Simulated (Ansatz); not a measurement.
CH$_{6}$Ge$_{2}$, SMILES `[CH2]1[GeH2][GeH2]1`, 9 atoms. The species carries charge 0 and has multiplicity 1. Correlated methods include outer-core shells of Ge, which these sets cover unevenly. Scalar relativity is left out up to krypton. All runs use 4 threads of a server CPU on a shared host. Correlated methods freeze the cores.

(1) Give the basis size and wall time and peak host memory of each of these runs in Ansatz. RHF-CCSD(T)/def2-SVP energy; RHF-CCSD(T)/def2-TZVPP energy; RKS revPBE-D4/def2-TZVPP energy; RKS PBE0-D4/def2-QZVPP energy; RKS ωB97M-V/def2-QZVPP energy; RKS r2SCANh-D4/def2-TZVPP energy; RKS r2SCAN-D4/def2-TZVPP energy and forces; direct RPA on PBE orbitals/def2-TZVPP energy; RKS PBE0-D4/def2-TZVP relaxation (5 steps); RHF-MP2/def2-QZVPP energy; RKS ωB97M-V/def2-SVP energy; RKS PBE0-D4/def2-TZVP frequencies. (Estimate.)

Results:

(1) The calculation gave: Other jobs shared the machine, so times are rough.

```csv
level,job,functions,wall time,peak host memory (GiB)
RKS revPBE-D4/def2-TZVPP,energy,211,1.1 s,0.28
direct RPA on PBE orbitals/def2-TZVPP,energy,211,2.1 s,0.51
RKS r2SCANh-D4/def2-TZVPP,energy,211,2.2 s,0.64
RKS r2SCAN-D4/def2-TZVPP,energy and forces,211,2.2 s,0.3
RKS ωB97M-V/def2-SVP,energy,108,2.4 s,0.37
RHF-CCSD(T)/def2-SVP,energy,108,3.2 s,0.49
RKS PBE0-D4/def2-QZVPP,energy,415,4.5 s,1.6
RKS ωB97M-V/def2-QZVPP,energy,415,9 s,1.9
RKS PBE0-D4/def2-TZVP,relaxation (5 steps),163,10 s,0.48
RHF-MP2/def2-QZVPP,energy,415,13 s,2.2
RHF-CCSD(T)/def2-TZVPP,energy,211,27 s,3.2
RKS PBE0-D4/def2-TZVP,frequencies,163,61 s,0.49
```
